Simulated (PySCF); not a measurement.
A PySCF script (with the pyscf-properties extension) for the NMR shieldings of SMILES C1=C(C(C)=O)OC=C1, C$_{6}$H$_{6}$O$_{2}$, on a GFN2-xTB geometry:

```python
import basis_set_exchange as bse
import numpy as np
from pyscf import gto, dft
from pyscf.prop import nmr

atoms = """
C    -2.311440    0.113635    0.062323
C    -1.247008   -0.237182    1.069643
O    -1.488661   -0.606939    2.197628
C     0.126220   -0.095413    0.585126
C     1.320103   -0.327894    1.230733
C     2.335513   -0.032701    0.301814
C     1.693910    0.356367   -0.839380
O     0.369729    0.322037   -0.681450
H    -2.186623    1.146919   -0.254549
H    -3.295207   -0.022070    0.502399
H    -2.207639   -0.519700   -0.816016
H     1.429803   -0.665612    2.240482
H     3.392844   -0.100538    0.454407
H     2.067777    0.668616   -1.795300
"""
names = dict.fromkeys(["C", "O", "H"], "pcSseg-1")
basis = {el: gto.basis.parse(bse.get_basis(n, elements=[el], fmt="nwchem")) for el, n in names.items()}
mol = gto.M(atom=atoms, basis=basis, charge=0, verbose=0)
mf = dft.RKS(mol, xc="PBE0")
mf.grids.level = 2
mf.grids.alignment = dft.numint.BLKSIZE   # the property module wants whole blocks of grid points
mf.conv_tol = 1e-9
mf.kernel()

calc = nmr.RKS(mf)   # GIAO
C = mf.mo_coeff
Co = C[:, mf.mo_occ > 0]
resp = mf.gen_response(singlet=True, hermi=2)
def vind(x):   # induced exchange potential for any number of trial vectors
    d = np.einsum("pi,xij,qj->xpq", C, 2 * x.reshape(-1, C.shape[1], Co.shape[1]), Co, optimize=True)
    return np.einsum("xpq,pi,qj->xij", resp(d - d.transpose(0, 2, 1)), C, Co, optimize=True).ravel()
mo1, _ = nmr.rhf.solve_mo1(calc, with_cphf=vind)
sigma = calc.kernel(mo1)
for i, s in enumerate(sigma):   # ppm
    w = np.linalg.eigvalsh((s + s.T) / 2)
    print("%2d %-2s iso %8.1f  s11 %8.1f  s22 %8.1f  s33 %8.1f" % (i, mol.atom_pure_symbol(i), w.mean(), *w))
```

Task: What does it print?

Result: 
```
 0 C  iso    157.7  s11    141.1  s22    143.2  s33    188.8
 1 C  iso     -2.5  s11    -95.2  s22    -12.1  s33     99.7
 2 O  iso   -279.6  s11   -833.5  s22   -355.8  s33    350.6
 3 C  iso     26.6  s11    -44.4  s22     32.5  s33     91.6
 4 C  iso     62.8  s11    -20.8  s22     39.6  s33    169.5
 5 C  iso     67.4  s11    -19.7  s22     60.3  s33    161.7
 6 C  iso     37.0  s11    -44.7  s22     48.6  s33    107.2
 7 O  iso     33.3  s11   -123.5  s22    -32.5  s33    256.1
 8 H  iso     29.0  s11     25.3  s22     29.3  s33     32.4
 9 H  iso     29.6  s11     26.1  s22     28.0  s33     34.8
10 H  iso     29.0  s11     25.3  s22     29.3  s33     32.4
11 H  iso     24.1  s11     21.3  s22     24.7  s33     26.1
12 H  iso     24.9  s11     23.0  s22     25.7  s33     26.1
13 H  iso     24.2  s11     21.1  s22     25.6  s33     25.8
```

These numbers come from an equivalent density-fitted implementation of the same equations, which agrees with the script to about 0.01 ppm for H and up to a few tenths of a ppm for heavy atoms, so last digits may differ.

Task: Turn these shieldings into chemical shifts. δ = σ(ref) − σ, references computed at the same level: 13C (186.93 ppm), 1H (31.72 ppm) vs TMS; 17O (336.08 ppm) against H2O.

Result: Averaging equivalent atoms: C 1: 189.5; C 3: 160.3; C 6: 149.9; C 4: 124.2; C 5: 119.5; C 0: 29.2; O 2: 615.7; O 7: 302.7; H 11: 7.66; H 13: 7.53; H 12: 6.83; H 8/9/10: 2.50 ppm. Unscaled 17O shifts of doubly bonded oxygen tend to come out too high, by tens of ppm or more. Experimental scales use liquid or dissolved standards, which lie at an offset from isolated H2O (liquid H2O: subtract about 36 ppm).

Size and cost of the density-fitted run: 166 basis functions, 28 s wall time on 1 thread of an x86-64 server CPU, shared host.
